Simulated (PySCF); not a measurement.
O₂Zr, SMILES [O]=[Zr]=[O] (connectivity only; charge and spin as stated), charge -1, multiplicity 2.

Geometry optimised at PBE0-D3(BJ)/def2-TZVPD. The spin state was assumed, not searched. The isomer is the one that the SMILES or the coordinates give; other isomers of the formula were not compared. The def2 effective core potentials stand for the cores of Zr; spin–orbit coupling is left out.

All values below come from PySCF with r2SCAN/def2-TZVPD.

Isolated molecule, no solvent. A positive occupied level means that this level leaves the electron formally unbound; only the finite basis holds it.

Computed frontier levels, dipole moment and polarisability:
```
Item                                                                 Result
------------------------------------------------  -------------------------
α spin, highest occupied and lowest empty level            0.34 and 1.89 eV
β spin, highest occupied and lowest empty level           -0.73 and 1.58 eV
dipole moment about the centre of nuclear charge                     2.63 D
mean static polarisability                           155.1 bohr³ (22.99 Å³)
polarisability, principal values                  123.0, 144.2, 198.2 bohr³
⟨S²⟩                                                0.755 (pure state 0.75)
```
